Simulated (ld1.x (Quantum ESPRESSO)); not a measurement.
## Reading a pseudo-wave (Nb)

Columns: radius, all-electron u(r) and pseudo u(r) of the 5s shell (level -4.82 eV) of niobium in the configuration [Kr] 4d4 5s0 5p1; PBEsol, scalar-relativistic, TM semilocal scheme, ld1.x (Quantum ESPRESSO) 7.5.

| r (bohr) | all-electron | pseudo |
| --- | --- | --- |
| 0.210 | 0.0516 | 0.0180 |
| 0.420 | 0.1164 | 0.0377 |
| 0.630 | -0.1369 | 0.0608 |
| 0.840 | -0.2681 | 0.0894 |
| 1.050 | -0.2346 | 0.1256 |
| 1.260 | -0.1071 | 0.1712 |
| 1.470 | 0.0503 | 0.2274 |
| 1.680 | 0.2007 | 0.2931 |
| 1.890 | 0.3276 | 0.3645 |
| 2.100 | 0.4262 | 0.4351 |
| 2.310 | 0.4975 | 0.4969 |
| 2.520 | 0.5448 | 0.5433 |
| 2.730 | 0.5723 | 0.5717 |
| 2.940 | 0.5838 | 0.5837 |
| 3.150 | 0.5829 | 0.5829 |
| 3.360 | 0.5724 | 0.5724 |
| 3.570 | 0.5548 | 0.5548 |
| 3.780 | 0.5322 | 0.5322 |
| 3.990 | 0.5061 | 0.5061 |
| 4.200 | 0.4778 | 0.4778 |
| 4.410 | 0.4482 | 0.4482 |
| 4.620 | 0.4183 | 0.4183 |
| 4.830 | 0.3885 | 0.3885 |
| 5.040 | 0.3594 | 0.3594 |
| 5.250 | 0.3312 | 0.3312 |
| 5.460 | 0.3042 | 0.3042 |

Problem. How many radial nodes do the two functions have?

Solution. The all-electron 5s function has n − l − 1 = 4 (the table is too coarse to show those close to the nucleus); the pseudo-wave has 0, since the states of the same l below it are removed with the core.

Problem. At about which radius was the pseudo-wave matched?

Solution. 3.20 bohr. The columns agree to 0.0005 from 2.94 bohr on; several derivatives are matched, so the curves merge somewhat inside the radius.

Problem. Is the pseudo-wave norm-conserving?

Solution. Yes: the TM semilocal scheme keeps the norm inside the radius equal to the all-electron one, which fixes the energy derivative of the logarithmic derivative at the level.
